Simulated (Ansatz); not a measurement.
Born–Oppenheimer molecular dynamics of ClH$_{6}$HfN$_{3}$ (11 atoms, charge 0, multiplicity 1). It goes on from the last frame of an earlier run, with new velocities.

Computed with RKS LDA/def2-SVP (Ansatz).

```
ensemble        : NVT, Nosé–Hoover chain
time step       : 0.5 fs
steps asked     : 150
set temperature : 200 K
thermostat      : time constant 50 fs, chain length 5
seed            : 15720
```

First frame:

```xyz
11
Properties=species:S:1:pos:R:3
Hf 0.062 -0.032 -0.057
N 0.100 0.296 1.952
H -0.659 0.594 2.547
H 0.626 0.041 2.909
Cl 2.259 0.213 -0.716
N -0.998 1.619 -0.466
H -1.986 1.501 -0.752
H -0.696 2.579 -0.270
N -1.141 -1.571 -0.681
H -1.796 -2.162 -0.089
H -1.229 -1.959 -1.569
```

Question: What does the run give?

Answer: The run went to its last step.

```yaml
steps_done: 150
time_covered: 75 fs
mean_temperature_over_the_second_half: 317 K
spread_of_the_potential_energy_over_the_second_half: 8.4 meV per atom
mean_potential_energy_of_the_second_half_above_the_start: -46.3 meV per atom
```

The conserved energy stayed within 0.56 meV per atom of its start (net change -0.4 meV per atom), so the integration is sound. The mean temperature of the second half is 59 % above the set value. A run of 0.075 ps of so small a system gives no equilibrium averages.

Question: What happens to the structure?

Answer: The same pairs are bonded in the first frame and the last. Pairs count as bonded within 1.25 times the sum of covalent radii (0.12 Å more for H–H). The details hang on the random start.

Question: How do temperature and energy run in time?

Answer: 
| time (fs) | T (K) | potential energy less start (eV) | conserved less start (meV/atom) |
| --- | --- | --- | --- |
| 0.0 | 200 | 0.000 | 0.00 |
| 2.5 | 349 | -0.177 | -0.30 |
| 5.0 | 433 | -0.274 | -0.13 |
| 7.5 | 592 | -0.470 | -0.52 |
| 10.0 | 322 | -0.160 | -0.04 |
| 12.5 | 354 | -0.210 | -0.38 |
| 15.0 | 302 | -0.155 | -0.05 |
| 17.5 | 558 | -0.473 | -0.40 |
| 20.0 | 531 | -0.464 | -0.30 |
| 22.5 | 446 | -0.393 | -0.35 |
| 25.0 | 297 | -0.239 | -0.18 |
| 27.5 | 411 | -0.395 | -0.37 |
| 30.0 | 466 | -0.486 | -0.35 |
| 32.5 | 495 | -0.554 | -0.43 |
| 35.0 | 361 | -0.426 | -0.34 |
| 37.5 | 266 | -0.336 | -0.29 |
| 40.0 | 321 | -0.419 | -0.42 |
| 42.5 | 390 | -0.518 | -0.41 |
| 45.0 | 396 | -0.546 | -0.49 |
| 47.5 | 237 | -0.375 | -0.33 |
| 50.0 | 219 | -0.364 | -0.36 |
| 52.5 | 340 | -0.516 | -0.44 |
| 55.0 | 435 | -0.641 | -0.50 |
| 57.5 | 355 | -0.563 | -0.40 |
| 60.0 | 273 | -0.479 | -0.37 |
| 62.5 | 317 | -0.541 | -0.42 |
| 65.0 | 391 | -0.642 | -0.45 |
| 67.5 | 396 | -0.664 | -0.55 |
| 70.0 | 226 | -0.478 | -0.33 |
| 72.5 | 231 | -0.495 | -0.47 |
| 75.0 | 253 | -0.528 | -0.40 |

Run time: 4.6 min on 2 threads of Arm Neoverse V1, on a shared host, peak memory 0.17 GiB.
